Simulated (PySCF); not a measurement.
PySCF input for C₄H₁₂Mo, SMILES [CH3][Mo]([CH3])([CH3])[CH3], multiplicity 1, PBE-D3(BJ)/def2-SVP. The structure is a stationary point at PBE-D3(BJ)/def2-SVP. The multiplicity is an assumed one; other spin states were not compared. The def2 effective core potentials stand for the cores of Mo; spin–orbit coupling is left out.

```python
import numpy as np
from pyscf import gto, scf, dft, df
from pyscf.hessian import thermo

mol = gto.M(
    atom='''
    Mo   -0.00000000    0.00000000   -0.00000000
    C    -1.15405716   -1.15405713    1.25868172
    C    -1.15405710    1.15405713   -1.25868177
    C     1.15405715   -1.15405713   -1.25868171
    C     1.15405711    1.15405713    1.25868176
    H    -1.94727067   -0.65835474    1.86285117
    H    -0.65835478   -1.94727063    1.86285120
    H    -1.64526613   -1.64526612    0.37088920
    H    -0.65835471    1.94727063   -1.86285123
    H    -1.64526612    1.64526613   -0.37088926
    H    -1.94727059    0.65835474   -1.86285124
    H     1.64526613   -1.64526613   -0.37088919
    H     0.65835478   -1.94727064   -1.86285119
    H     1.94727067   -0.65835475   -1.86285118
    H     1.94727060    0.65835474    1.86285125
    H     0.65835471    1.94727063    1.86285122
    H     1.64526612    1.64526612    0.37088925
    ''',
    basis='def2-SVP',
    ecp={'Mo': 'def2-svp'},
    charge=0,
    spin=0,
    max_memory=1600,
    verbose=3,
)
mf = dft.RKS(mol, xc='pbe').density_fit(auxbasis='def2-universal-jkfit')
mf.disp = 'd3bj'
mf.grids.level = 3
mf.conv_tol = 1e-11
mf.max_cycle = 100
mf.kernel()

# analytic Hessian; the response equations are solved on a coarser grid
h, args, fine = mf.Hessian(), (mf.mo_energy, mf.mo_coeff, mf.mo_occ), mf.grids
h.max_memory = max(150, 2.5e-5 * df.make_auxmol(mol, mf.with_df.auxbasis).nao * mol.nelec[0] * (mol.nelec[0] + mol.nao))  # MB; small integral blocks
h1ao = h.make_h1(mf.mo_coeff, mf.mo_occ)
mf.grids = dft.Grids(mol).set(level=1).build(with_non0tab=True)
mo1, mo_e1 = h.solve_mo1(*args, h1ao)
mf.grids = fine
hess = h.hess_elec(*args, mo1, mo_e1, h1ao) + h.hess_nuc()
if mf.do_disp():
    hess += h.get_dispersion()
for i in range(mol.natm):  # the analytic DFT Hessian lacks the response of the grid: restore translational invariance
    hess[i, i] -= hess[i].sum(axis=0)
hess = (hess + hess.transpose(1, 0, 3, 2)) / 2
vib = thermo.harmonic_analysis(mol, hess, imaginary_freq=False)
thermo.dump_normal_mode(mol, vib)
th = thermo.thermo(mf, vib['freq_au'][vib['freq_au'] > 0], 298.15, 101325)
thermo.dump_thermo(mol, th)
g0 = mf.nuc_grad_method().set(verbose=0).kernel()

# dipole derivatives [dipole axis, atom, xyz] from the same response
r, irp = mol.intor('int1e_r'), mol.intor('int1e_irp').reshape(3, 3, mol.nao, mol.nao)
sl, dm0, ok = mol.aoslice_by_atom(), np.array(mf.make_rdm1()), []
dmu = np.einsum('a,xt->xat', mol.atom_charges(), np.eye(3))
for a, (_, _, p0, p1) in enumerate(sl):
    dmu[:, a] += 2 * np.einsum('xtij,ij->xt', irp[:, :, :, p0:p1], dm0.reshape(-1, mol.nao, mol.nao).sum(0)[:, p0:p1])
    for u, c, occ, f in [(mo1, mf.mo_coeff, mf.mo_occ, 4)]:
        dmu[:, a] -= f * np.einsum('tui,xuv,vi->xt', u[a], r, c[:, occ > 0], optimize=True)
L = vib['norm_mode']
ir = 974.8801 * (np.einsum('xat,kat->kx', dmu, L) ** 2).sum(1)       # km/mol
apt = np.einsum('xax->a', dmu) / 3
print('mode   freq/cm-1   IR/(km/mol)')
for k, w in enumerate(vib['freq_wavenumber']):
    print(f'{k + 1:4d} {w:11.2f} {ir[k]:13.3f}')
print('max |gradient| / (hartree/bohr):', abs(g0).max())
print('APT charges:', apt.round(4))
```

Output:

```
[...]
Char temp [K]                    1965.4836           1973.3721           1978.7343
Normal mode                   x     y     z       x     y     z       x     y     z
       0  Mo                 0.00  0.00 -0.00    0.00  0.00  0.00    0.00  0.00  0.00
       1   C                 0.00  0.00  0.05    0.00  0.00  0.04    0.00  0.00  0.04
       2   C                 0.00  0.00  0.00   -0.00  0.00  0.04    0.00 -0.00 -0.04
       3   C                 0.00  0.00 -0.00    0.00 -0.00  0.04   -0.00  0.00 -0.04
       4   C                 0.00  0.00 -0.05   -0.00 -0.00  0.04   -0.00 -0.00  0.04
       5   H                -0.18  0.21 -0.38   -0.13  0.14 -0.27   -0.12  0.15 -0.27
       6   H                 0.21 -0.18 -0.38    0.14 -0.13 -0.27    0.15 -0.12 -0.27
       7   H                -0.07 -0.08  0.13   -0.05 -0.05  0.09   -0.05 -0.05  0.09
       8   H                 0.01 -0.02 -0.02   -0.14 -0.13 -0.27    0.15  0.12  0.27
       9   H                -0.03 -0.03  0.00    0.05 -0.05  0.09   -0.05  0.05 -0.09
      10   H                -0.01  0.02  0.00    0.13  0.14 -0.27   -0.12 -0.15  0.27
      11   H                -0.03 -0.03 -0.00   -0.05  0.05  0.09    0.05 -0.05 -0.09
      12   H                 0.01 -0.02  0.02    0.14  0.13 -0.27   -0.15 -0.12  0.27
      13   H                -0.01  0.02 -0.00   -0.13 -0.14 -0.27    0.12  0.15  0.27
      14   H                -0.18  0.21  0.38    0.13 -0.14 -0.27    0.12 -0.15 -0.27
      15   H                 0.21 -0.18  0.38   -0.14  0.13 -0.27   -0.15  0.12 -0.27
      16   H                -0.07 -0.08 -0.13    0.05  0.05  0.09    0.05  0.05  0.09
Mode                                33                  34                  35
Irrep
Freq [cm^-1]                     2842.8883           2845.1053           2845.1131
Reduced mass [au]                   1.0419              1.0423              1.0423
Force const [Dyne/A]                4.9615              4.9711              4.9711
Char temp [K]                    4090.2833           4093.4730           4093.4843
Normal mode                   x     y     z       x     y     z       x     y     z
       0  Mo                -0.00 -0.00 -0.00    0.00 -0.00 -0.00   -0.00 -0.00  0.00
       1   C                -0.02 -0.02 -0.01    0.00  0.00  0.00   -0.02 -0.02 -0.02
       2   C                 0.02 -0.02 -0.01    0.02 -0.02 -0.02    0.00 -0.00 -0.00
       3   C                -0.02  0.02 -0.01    0.02 -0.02  0.02    0.00 -0.00  0.00
       4   C                 0.02  0.02 -0.01    0.00  0.00 -0.00   -0.02 -0.02  0.02
       5   H                 0.11 -0.09 -0.09    0.00  0.00 -0.00    0.16 -0.12 -0.13
       6   H                -0.09  0.11 -0.09    0.01 -0.01  0.01   -0.12  0.16 -0.13
       7   H                 0.19  0.19  0.33   -0.01 -0.01 -0.02    0.27  0.27  0.47
       8   H                 0.09  0.11 -0.09    0.12  0.16 -0.13    0.00 -0.00  0.00
       9   H                -0.19  0.19  0.33   -0.27  0.27  0.47   -0.01  0.01  0.01
      10   H                -0.11 -0.09 -0.09   -0.16 -0.12 -0.13   -0.01 -0.01 -0.01
      11   H                 0.19 -0.19  0.33   -0.27  0.27 -0.47   -0.01  0.01 -0.02
      12   H                -0.09 -0.11 -0.09    0.12  0.16  0.13    0.00 -0.00 -0.00
      13   H                 0.11  0.09 -0.09   -0.16 -0.12  0.13   -0.01 -0.01  0.01
      14   H                -0.11  0.09 -0.09    0.00  0.00  0.00    0.16 -0.12  0.13
      15   H                 0.09 -0.11 -0.09    0.01 -0.01 -0.01   -0.12  0.16  0.13
      16   H                -0.19 -0.19  0.33   -0.01 -0.01  0.02    0.27  0.27 -0.47
Mode                                36                  37                  38
Irrep
Freq [cm^-1]                     2849.0041           2967.0805           2967.0857
Reduced mass [au]                   1.0444              1.0827              1.0827
Force const [Dyne/A]                4.9944              5.6158              5.6158
Char temp [K]                    4099.0826           4268.9682           4268.9757
Normal mode                   x     y     z       x     y     z       x     y     z
       0  Mo                -0.00 -0.00  0.00    0.00  0.00 -0.00   -0.00  0.00  0.00
       1   C                 0.02  0.02  0.01    0.00  0.00  0.06    0.00 -0.00  0.00
       2   C                 0.02 -0.02 -0.01   -0.00 -0.00 -0.00   -0.00  0.00  0.06
       3   C                -0.02  0.02 -0.01   -0.00 -0.00  0.00   -0.00  0.00 -0.06
       4   C                -0.02 -0.02  0.01    0.00  0.00 -0.06    0.00 -0.00 -0.00
       5   H                -0.10  0.08  0.09    0.31 -0.20 -0.22   -0.00  0.00  0.00
       6   H                 0.08 -0.10  0.09   -0.20  0.31 -0.22   -0.02  0.02 -0.02
       7   H                -0.19 -0.19 -0.34   -0.14 -0.14 -0.24   -0.01 -0.01 -0.01
       8   H                 0.08  0.10 -0.09    0.00  0.00 -0.00    0.20  0.31 -0.22
       9   H                -0.19  0.19  0.34   -0.01  0.01  0.01    0.14 -0.14 -0.24
      10   H                -0.10 -0.08 -0.09    0.02  0.02  0.02   -0.31 -0.20 -0.22
      11   H                 0.19 -0.19  0.34   -0.01  0.01 -0.01    0.14 -0.14  0.24
      12   H                -0.08 -0.10 -0.09    0.00  0.00  0.00    0.20  0.31  0.22
      13   H                 0.10  0.08 -0.09    0.02  0.02 -0.02   -0.31 -0.20  0.22
      14   H                 0.10 -0.08  0.09    0.31 -0.20  0.22   -0.00  0.00 -0.00
      15   H                -0.08  0.10  0.09   -0.20  0.31  0.22   -0.02  0.02  0.02
      16   H                 0.19  0.19 -0.34   -0.14 -0.14  0.24   -0.01 -0.01  0.01
Mode                                39                  40                  41
Irrep
Freq [cm^-1]                     2969.6671           2973.6925           2999.1462
Reduced mass [au]                   1.0806              1.0791              1.1099
Force const [Dyne/A]                5.6148              5.6223              5.8819
Char temp [K]                    4272.6898           4278.4815           4315.1036
Normal mode                   x     y     z       x     y     z       x     y     z
       0  Mo                -0.00  0.00 -0.00   -0.00 -0.00 -0.00    0.00 -0.00 -0.00
       1   C                -0.00 -0.00 -0.04    0.00  0.00  0.04   -0.03  0.03  0.00
       2   C                 0.00 -0.00 -0.04    0.00 -0.00 -0.04   -0.03 -0.03  0.00
       3   C                -0.00  0.00 -0.04   -0.00  0.00 -0.04    0.03  0.03 -0.00
       4   C                 0.00  0.00 -0.04   -0.00 -0.00  0.04    0.03 -0.03  0.00
       5   H                -0.22  0.14  0.16    0.22 -0.14 -0.16    0.24 -0.15 -0.18
       6   H                 0.14 -0.22  0.16   -0.14  0.22 -0.16    0.15 -0.24  0.18
       7   H                 0.10  0.10  0.17   -0.10 -0.10 -0.15   -0.01  0.01 -0.00
       8   H                -0.14 -0.22  0.16   -0.14 -0.22  0.16    0.15  0.24 -0.18
       9   H                -0.10  0.10  0.17   -0.10  0.10  0.15   -0.01 -0.01  0.00
      10   H                 0.22  0.14  0.16    0.22  0.14  0.16    0.24  0.15  0.18
      11   H                 0.10 -0.10  0.17    0.10 -0.10  0.15    0.01  0.01  0.00
      12   H                 0.14  0.22  0.16    0.14  0.22  0.16   -0.15 -0.24 -0.18
      13   H                -0.22 -0.14  0.16   -0.22 -0.14  0.16   -0.24 -0.15  0.18
      14   H                 0.22 -0.14  0.16   -0.22  0.14 -0.16   -0.24  0.15 -0.18
      15   H                -0.14  0.22  0.16    0.14 -0.22 -0.16   -0.15  0.24  0.18
      16   H                -0.10 -0.10  0.17    0.10  0.10 -0.15    0.01 -0.01 -0.00
Mode                                42                  43                  44
Irrep
Freq [cm^-1]                     3005.7222           3008.2704           3008.2715
Reduced mass [au]                   1.1056              1.1059              1.1059
Force const [Dyne/A]                5.8847              5.8968              5.8968
Char temp [K]                    4324.5651           4328.2314           4328.2329
Normal mode                   x     y     z       x     y     z       x     y     z
       0  Mo                -0.00  0.00 -0.00   -0.00 -0.00  0.00    0.00 -0.00  0.00
       1   C                 0.03 -0.03 -0.00   -0.00  0.00 -0.00    0.04 -0.04 -0.00
       2   C                -0.03 -0.03 -0.00   -0.04 -0.04  0.00   -0.00 -0.00 -0.00
       3   C                 0.03  0.03 -0.00   -0.04 -0.04 -0.00   -0.00 -0.00  0.00
       4   C                -0.03  0.03 -0.00   -0.00  0.00  0.00    0.04 -0.04  0.00
       5   H                -0.24  0.15  0.19    0.02 -0.01 -0.01   -0.33  0.21  0.26
       6   H                -0.15  0.24 -0.19    0.02 -0.03  0.02   -0.21  0.33 -0.26
       7   H                 0.01 -0.01 -0.00    0.01  0.01  0.02    0.01 -0.01  0.00
       8   H                 0.15  0.24 -0.19    0.21  0.33 -0.26    0.01  0.02 -0.01
       9   H                -0.01 -0.01  0.00   -0.01 -0.01 -0.00   -0.01  0.01  0.02
      10   H                 0.24  0.15  0.19    0.33  0.21  0.26    0.03  0.02  0.02
      11   H                 0.01  0.01  0.00   -0.01 -0.01  0.00   -0.01  0.01 -0.02
      12   H                -0.15 -0.24 -0.19    0.21  0.33  0.26    0.01  0.02  0.01
      13   H                -0.24 -0.15  0.19    0.33  0.21 -0.26    0.03  0.02 -0.02
      14   H                 0.24 -0.15  0.19    0.02 -0.01  0.01   -0.33  0.21 -0.26
      15   H                 0.15 -0.24 -0.19    0.02 -0.03 -0.02   -0.21  0.33  0.26
      16   H                -0.01  0.01  0.00    0.01  0.01 -0.02    0.01 -0.01 -0.00
temperature 298.1500 [K]
pressure 101325.00 [Pa]
Rotational constants [GHz] 2.74848 2.57071 2.57071
Symmetry number 4
Zero-point energy (ZPE) 0.13298 [Eh]   349133.929 [J/mol]
                           tot       elec      trans        rot        vib
Entropy [J/mol/K]       413.625      0.000    171.733    102.582    139.309
Cv [J/mol/K]            162.142      0.000     12.472     12.472    137.198
Cp [J/mol/K]            170.456      0.000     20.786     12.472    137.198
Internal energy [J/mol]                      3718.434   3718.434 370867.916
Internal energy [Eh]   -227.29675  -227.44084
Enthalpy [J/mol]                             6197.391   3718.434 370867.916
Enthalpy [Eh]          -227.29581
Gibbs free energy [J/mol]                  -45004.879 -26866.502 329332.857
Gibbs free energy [Eh] -227.34278
mode   freq/cm-1   IR/(km/mol)
   1       22.15         6.030
   2       99.13         0.000
   3      142.30         0.217
   4      142.31         0.217
   5      148.09         0.000
   6      221.66         1.423
   7      258.16         0.000
   8      263.56         0.000
   9      267.75         5.640
  10      267.75         5.640
  11      378.68        15.277
  12      378.69        15.277
  13      411.75         0.000
  14      570.94         0.000
  15      580.54        22.741
  16      580.54        22.741
  17      590.86         0.000
  18      640.62        29.094
  19      685.74        32.347
  20      685.74        32.347
  21      748.80         0.000
  22     1108.97        34.879
  23     1117.61         5.397
  24     1117.61         5.397
  25     1127.85         0.000
  26     1259.24         0.000
  27     1263.39         3.310
  28     1263.39         3.310
  29     1266.74         0.000
  30     1366.08        17.127
  31     1366.08        17.127
  32     1371.56         4.043
  33     1375.29         0.000
  34     2842.89         3.163
  35     2845.11         1.843
  36     2845.11         1.843
  37     2849.00         0.000
  38     2967.08        31.363
  39     2967.09        31.362
  40     2969.67       108.275
  41     2973.69         0.000
  42     2999.15         0.000
  43     3005.72         0.000
  44     3008.27        20.766
  45     3008.27        20.765
max |gradient| / (hartree/bohr): 3.2297336221216835e-05
APT charges: [ 0.9329 -0.1537 -0.1537 -0.1537 -0.1537 -0.0337 -0.0337 -0.0121 -0.0337
 -0.0121 -0.0337 -0.0121 -0.0337 -0.0337 -0.0337 -0.0337 -0.0121]
```

The calculation finished and met its thresholds.
